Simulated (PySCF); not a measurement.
B(F)2(OH) (BF₂HO), SMILES OB(F)F. Atoms are numbered in the order given.

```xyz
5

B     -0.0153     0.0161     0.0000
F      1.3040     0.2023     0.0000
F     -0.7972     1.0818     0.0000
O     -0.5693    -1.2131     0.0000
H      0.0703    -1.9325     0.0000
```

Coordinates come from a B3LYP-D3(BJ)/def2-TZVP optimisation. One conformer was computed; it need not be the lowest.

Computed with B3LYP/pcSseg-2 run with PySCF.

GIAO shieldings, no solvent; atoms listed in one row are averaged. δ = σ(ref) − σ: ¹¹B against BF3 (σ = 86.3 ppm); ¹⁹F against CFCl3 (σ = 159.6 ppm); ¹⁷O against H2O (σ = 325.5 ppm); ¹H against TMS (σ = 31.68 ppm), references at their B3LYP-D3(BJ)/def2-TZVP geometries, non-relativistic.

| nucleus | atoms | count | δ (ppm) |
|---|---|---|---|
| ¹¹B | B1 | 1 | 3.6 |
| ¹⁹F | F2 | 1 | -144.3 |
| ¹⁹F | F3 | 1 | -152.6 |
| ¹⁷O | O4 | 1 | 83.5 |
| ¹H | H5 | 1 | 3.75 |
